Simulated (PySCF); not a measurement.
An unknown is described by computed data only.

Elements present: C, F, H and O. Monoisotopic mass: 132.0198 u.

* UV, first state: lowest singlet excitation: 8.57 eV (145 nm, f = 0.022) [TDDFT CAM-B3LYP/def2-SVPD]
* Rotational structure: rotational constants A, B, C: 3.334, 1.509, 1.302 GHz [GFN2-xTB]
* 1H NMR: chemical shifts (computed TMS as zero) by class: 5.38 (1 H), 3.88 (3 H) ppm [GIAO PBE0/pcSseg-1]
* Dipole: 3.37 D [CAM-B3LYP/def2-SVPD]
* 13C NMR: chemical shifts (computed TMS as zero) by class: 128.4 (1 C), 111.4 (1 C), 59.3 (1 C) ppm [GIAO PBE0/pcSseg-1]
* UV, strongest line: among the 8 lowest singlet transitions: S4 at 9.62 eV (129 nm, f = 0.063) [TDDFT CAM-B3LYP/def2-SVPD]
* Polarisability: 46.5 au [CAM-B3LYP/def2-SVPD]
* Triplet: lowest triplet excitation (Tamm–Dancoff): 8.29 eV [TDA CAM-B3LYP/def2-SVPD]
* NMR, other nuclei: isotropic shieldings of nuclei other than C and H, by class: 265 (1 O), 269 (3 F), 345 (1 F) ppm [GIAO PBE0/pcSseg-1]

Gas-phase values; electronic properties from PySCF, density fitting. Levels stand in brackets. Geometry: GFN2-xTB, one conformer, isolated molecule. NMR values are class means; diastereotopic atoms form classes of their own.

Task: Which formula fits the mass and the elements?

Result: C3H4F4O (calculated 132.0198). No other formula that holds each of these elements comes within 0.0003 u with a fitting electron parity and a possible valence count.

Task: Give a SMILES that accounts for the data.

Result: Numbering: `[CH3:1][O:2][C@@H:3]([F:4])[C:5]([F:6])([F:7])[F:8]`. Its formula, C3H4F4O, gives 0 degrees of unsaturation, so no ring and no π bond. 3 carbons fall into 3 classes; from least to most shielded: CF3 carbon [C5] (128.4 ppm), sp3 C–F carbon [C3] (111.4 ppm), methoxy carbon [C1] (59.3 ppm). Hydrogen classes from least to most shielded: 1 H on an sp3 C–F carbon, C3 (5.38 ppm), 3 H on a methoxy carbon, C1 (3.88 ppm, a mean of values up to 0.7 ppm apart in this geometry). The other shieldings belong to: 265 ppm, ether oxygen [O2]; 269 ppm, fluorine of a CF3 group [F6/F7/F8]; 345 ppm, alkyl fluorine [F4]. The optimised geometry has point group C1 and is an asymmetric top. Structure: `CO[C@@H](F)C(F)(F)F`. Computed isomers that give other values at the same levels: `COC(F)(F)C(F)F` (lowest singlet excitation: 9.10 eV (136 nm, f = 0.007)); `OC[C@@H](F)C(F)(F)F` (13C chemical shifts (computed TMS as zero) by class: 131.7 (1 C), 95.2 (1 C), 66.5 (1 C) ppm). The assignments are read from this structure; whether some other isomer fits the data as well wasn't checked. The mirror image fits equally.

Conformer computed: `[CH3:1][O:2][C@@H:3]([F:4])[C:5]([F:6])([F:7])[F:8]`: C1–O2–C3–F4 69°, O2–C3–C5–F6 62°.
